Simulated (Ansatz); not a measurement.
Problem. Predict a relaxed structure of the cluster GeCl3⁻, charge -1, singlet, at PBE0-D4/def2-SVPD (Ansatz).

Solution. 
```xyz
4

Ge   -0.625   -0.586   -0.109
Cl   -0.946    1.592   -0.859
Cl    1.463   -0.938   -1.070
Cl    0.108   -0.068    2.037
```
Point group C3v (tolerance 0.1 Å). This is one stationary point.

The structure comes from a short search, and lower isomers may exist.
